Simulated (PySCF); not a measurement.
# GaOCl, singlet: molecular constants

These are results of PBE0 in PySCF with Ga def2-TZVP, O def2-TZVP, Cl def2-TZVP; no relativity; density-fitted integrals, not measurements.

The structure is a minimum.

```xyz
3
charge 0 multiplicity 1, angstrom
Ga    0.0000    0.0000   -0.3879
O     0.0000    0.0000   -2.0312
Cl    0.0000    0.0000    1.6936
```

* Point group: C∞v
* Bond lengths: Ga–Cl 2.081 Å, Ga–O 1.643 Å
* Bond angles: Cl–Ga–O 180.0°
* Principal quadrupole moments (Buckingham, traceless) about the centre of mass: -12.32, 6.16, 6.16 D Å
* Rotational symmetry number: 1
* Highest occupied level: -8.15 eV
* Dipole moment: 3.44 D
* Atomisation energy without zero-point energy: 767 kJ/mol
* Zero-point energy: 10.3 kJ/mol
* Principal polarisabilities: 30.5, 30.5, 59.1 bohr³
* Lowest empty level: -2.44 eV
* Heat capacity Cp at 298.15 K: 52.5 J/(mol K)
* Entropy at 298.15 K and 1 bar: 266.4 J/(mol K)
* Enthalpy at 298.15 K above 0 K: 12.82 kJ/mol
* Rotational constants: 0.09543 cm⁻¹

Harmonic modes (masses in u: Ga 68.926, O 15.995, Cl 34.969):
```csv
symmetry,ω (cm⁻¹),"IR (km/mol, summed over degenerate members)",μ (u),type
π,155,62.2,24.90,bend
σ+,449,25.0,34.40,stretch
σ+,957,61.4,19.41,stretch
```

In C∞v the vibrations span π + 2σ+.

Charges (e):
| atom | Mulliken | Löwdin | polar tensor | Mayer order to Ga1 |
| --- | --- | --- | --- | --- |
| Ga1 | 0.61 | -0.01 | 1.05 | – |
| O2 | -0.47 | -0.27 | -0.65 | 2.13 |
| Cl3 | -0.15 | 0.28 | -0.41 | 1.23 |

Mulliken populations on Ga1: s 6.94, p 13.15, d 10.21, f 0.09.

Outer orbital energies (eV). occupied: -24.17, -22.82, -13.14, -10.70, -10.70, -9.83, -8.15, -8.15; empty: -2.44, -0.90, -0.90, 2.56.

Counting electrons, gallium keeps none of its valence electrons outside its bonds, so the VSEPR class is AX2 and the expected shape is linear; with unlike ligands the computed point group is C∞v.

This need not be the most stable arrangement of these atoms.

The final relaxation and frequency run took of the order of 50 core-seconds on a shared host.
